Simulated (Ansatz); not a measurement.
This geometry of a periodic cell of 13 atoms, LiMg12 (host Mg, host structure hcp, interstitial Li) is a first-order saddle point.

Method: DFT PBE, scalar-relativistic, plane waves, PAW in Ansatz 0.2.0. Settings: cutoff 420 eV, k mesh 4x3x4, fermi-dirac smearing 0.05 eV, no spin polarisation.

```xyz
13
Lattice="6.4200 0.0000 0.0000 -4.8150 8.3398 0.0000 0.0000 0.0000 5.2130" Properties=species:S:1:pos:R:3
Mg 0.680 0.607 -0.003
Mg -0.013 2.054 2.604
Mg -1.670 2.385 -0.002
Mg -1.841 4.491 2.606
Mg -3.055 5.585 -0.001
Mg -3.253 7.397 2.605
Mg 3.444 -0.259 -0.001
Mg 3.059 1.734 2.605
Mg 1.923 3.075 -0.001
Mg 1.500 4.788 2.606
Mg -0.316 4.852 0.001
Mg 0.021 7.480 2.605
Li 1.123 6.806 5.212
```

Problem. Which two structures does it join? (They come from a converged band through this point; their orientation in space is the band's.)

Solution. The atom that moves furthest is Li13, by 2.09 Å; four of its nearest neighbours are Mg11 2.50, Mg12 2.58, Mg1 2.60, Mg10 2.66 Å at the first end and Mg11 2.50, Mg12 2.58, Mg1 2.61, Mg10 2.66 Å at the last.

Image 0:

```xyz
13
Lattice="6.4200 0.0000 0.0000 -4.8150 8.3398 0.0000 0.0000 0.0000 5.2130" Properties=species:S:1:pos:R:3
Mg 0.395 0.316 -0.099
Mg 0.016 2.053 2.531
Mg -1.671 2.531 -0.026
Mg -1.532 4.783 3.089
Mg -3.210 5.577 0.158
Mg -3.197 7.450 2.500
Mg 3.378 -0.208 -0.381
Mg 3.165 1.839 2.500
Mg 1.723 2.889 -0.089
Mg 1.831 4.566 2.624
Mg -0.254 5.016 0.611
Mg 0.081 7.706 2.024
Li 0.873 6.507 4.166
```

Image 8:

```xyz
13
Lattice="6.4200 0.0000 0.0000 -4.8150 8.3398 0.0000 0.0000 0.0000 5.2130" Properties=species:S:1:pos:R:3
Mg 0.397 0.313 0.094
Mg 0.019 2.043 2.676
Mg -1.669 2.527 0.019
Mg -1.532 4.773 2.127
Mg -3.211 5.577 -0.158
Mg -3.196 7.446 2.709
Mg 3.377 -0.209 0.379
Mg 3.168 1.835 2.707
Mg 1.727 2.884 0.084
Mg 1.829 4.561 2.585
Mg -0.251 5.012 -0.608
Mg 0.081 7.701 3.191
Li 0.873 6.506 6.259
```

Problem. How far does it lie above each of them?

Solution. 0.224 eV above the first and 0.224 eV above the second. This is the barrier of this one path; another mechanism may lie lower. Limits of this set-up: coarse k mesh, a small cell, in which the defect meets its images, a typed lattice constant that wasn't relaxed here.

Time of the run: 7.7 min on 4 threads of INTEL(R) XEON(R) PLATINUM 8581C CPU @ 2.10GHz (Emerald Rapids) (shared host), peak memory 3.5 GiB.
